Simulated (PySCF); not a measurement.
CH₅GaO₂S, SMILES C[S][Ga]([OH])[OH].

Coordinates come from a B3LYP-D3(BJ)/def2-SVP optimisation. The structure was generated by enumeration; whether it is a known compound was not checked. The values are those of a single conformer.

All values below come from PySCF 2.14.0 with TDDFT-PBE0/def2-SVPD.

Vertical excitations. Gas-phase values at a fixed geometry. State labels are in the subgroup Cs.

Computed UV-visible absorptions:
| state | symmetry | energy (eV) | λ (nm) | f | main pairs |
|---|---|---|---|---|---|
| S1 | A" | 4.77 | 260 | 0.010 | HOMO→LUMO 96 % |
| S2 | A" | 5.91 | 210 | 0.001 | HOMO→LUMO+2 93 % |
| S3 | A' | 5.98 | 207 | 0.010 | HOMO→LUMO+1 70 %, HOMO−1→LUMO 27 % |
| S4 | A" | 6.30 | 197 | 0.000 | HOMO−2→LUMO 97 % |
| S5 | A' | 6.62 | 187 | 0.194 | HOMO−1→LUMO 64 %, HOMO→LUMO+1 22 % |
| S6 | A" | 6.80 | 182 | 0.030 | HOMO→LUMO+3 95 % |
| S7 | A' | 6.93 | 179 | 0.114 | HOMO−3→LUMO 75 %, HOMO−2→LUMO+1 12 % |
| S8 | A" | 7.02 | 177 | 0.066 | HOMO−4→LUMO 90 % |
| S9 | A" | 7.17 | 173 | 0.005 | HOMO→LUMO+4 80 % |
| S10 | A" | 7.30 | 170 | 0.027 | HOMO−1→LUMO+1 84 % |
| T1 | A" | 4.47 | 278 | 0 | HOMO→LUMO 92 % |
| T2 | A' | 5.32 | 233 | 0 | HOMO→LUMO+1 91 % |
| T3 | A" | 5.38 | 230 | 0 | HOMO→LUMO+2 86 % |
| T4 | A' | 5.80 | 214 | 0 | HOMO−1→LUMO 83 % |
Triplets are in the Tamm–Dancoff approximation, which puts them higher than full response would, so one can lie above its singlet here.
